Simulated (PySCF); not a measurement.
C2H2N, SMILES [CH2]C#N, multiplicity 2. Atoms are numbered in the order given.

```xyz
5

C      0.0000     0.0000    -1.1940
C      0.0000     0.0000     0.1840
N      0.0000     0.0000     1.3635
H      0.0000    -0.9408    -1.7422
H      0.0000     0.9408    -1.7422
```
Charge 0, spin multiplicity 2.

Geometry optimised at PBE-D3(BJ)/def2-TZVP. The isomer is the one that the SMILES or the coordinates give; other isomers of the formula were not compared.

The numbers are results of PBE-D3(BJ)/def2-TZVP in PySCF, not measurements.

Harmonic, unscaled wavenumbers; measured fundamentals usually lie a few per cent lower.

```csv
mode,ν (cm⁻¹),IR (km/mol),moving atoms (share of kinetic energy)
1,374,0.2,"C 55 %, H 26 %, N 20 %"
2,422,0.0,"C 68 %, N 19 %, H 13 %"
3,657,50.2,"H 68 %, C 31 %"
4,994,0.0,"H 63 %, C 36 %"
5,1054,5.1,"C 54 %, N 28 %, H 18 %"
6,1394,4.1,"H 82 %, C 18 %"
7,2077,2.6,"C 64 %, N 36 %"
8,3098,0.4,H 96 %
9,3198,2.0,"H 89 %, C 11 %"
```
